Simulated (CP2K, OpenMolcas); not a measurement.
## How methods differ on C2H5BO (SMILES B1CCO1)

C2H5BO: 9 atoms, total charge 0, spin state singlet. As SMILES, `B1CCO1`. Geometry: relaxed at PBE0-D4/def2-TZVP.

Each level gives the vertical ionisation energy (to the doublet cation) (eV). The values are calculated.

```json
{"level": "IPEA1-xTB", "kind": "semi-empirical", "program": "CP2K", "value (eV)": "15.51", "less CCSD(T)/def2-SVP": "+4.71"}
{"level": "HF/def2-SVP", "kind": "Hartree–Fock", "program": "OpenMolcas", "value (eV)": "10.32", "less CCSD(T)/def2-SVP": "-0.48"}
{"level": "SVWN5/def2-SVP", "kind": "LDA", "program": "OpenMolcas", "value (eV)": "10.60", "less CCSD(T)/def2-SVP": "-0.20"}
{"level": "revPBE/def2-SVP", "kind": "GGA", "program": "OpenMolcas", "value (eV)": "10.42", "less CCSD(T)/def2-SVP": "-0.38"}
{"level": "TPSS/def2-SVP", "kind": "meta-GGA", "program": "OpenMolcas", "value (eV)": "10.49", "less CCSD(T)/def2-SVP": "-0.31"}
{"level": "B3LYP/def2-SVP", "kind": "global hybrid", "program": "OpenMolcas", "value (eV)": "10.75", "less CCSD(T)/def2-SVP": "-0.05"}
{"level": "CCSD(T)/def2-SVP, open shells restricted", "kind": "coupled cluster or CI", "program": "OpenMolcas", "value (eV)": "10.80", "less CCSD(T)/def2-SVP": "0.00"}
```

Differences are taken from CCSD(T)/def2-SVP, open shells restricted for orientation; it has basis-set and higher-order errors of its own. The values span 10.32 to 15.51 eV. The xTB values lack the empirical shift that such differences need.
